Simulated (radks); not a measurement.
Question: Species: Sr IV. Configuration: [Ar] 3d10 4s2 4p5. Method: scalar-relativistic Kohn-Sham, exchange-only LDA, spin-polarised, spherical densities, finite nucleus; open shells are filled with parallel spins first (spin-orbit coupling, left out, can overturn this in heavy ions); Fermi nuclear charge, rms radius 4.224 fm; computed with a radial shooting solver on a logarithmic mesh with Libxc functionals. Some entries of the table are withheld. Estimate them.

orbital,occ.,eigenvalue (eV),<1/r> (bohr^-1)
1s up,1,-15940.60,38.94
1s down,1,-15940.47,38.94
2s up,1,-2183.421,8.690
2s down,1,-2183.334,8.690
2p up,3,-1944.958,8.492
2p down,3,-1944.838,8.492
3s up,1,-361.0287,2.913
3s down,1,-360.8543,2.914
3p up,3,(1),2.761
3p down,3,(2),2.762
3d up,5,-156.5813,2.508
3d down,5,-156.3577,2.510
4s up,1,-68.0773,1.016
4s down,1,-66.8773,1.017
4p up,3,-49.2869,0.8891
4p down,2,-48.1083,0.8872

Answer: 
(1) 3p up eigenvalue (eV): -284.0869
(2) 3p down eigenvalue (eV): -283.8916
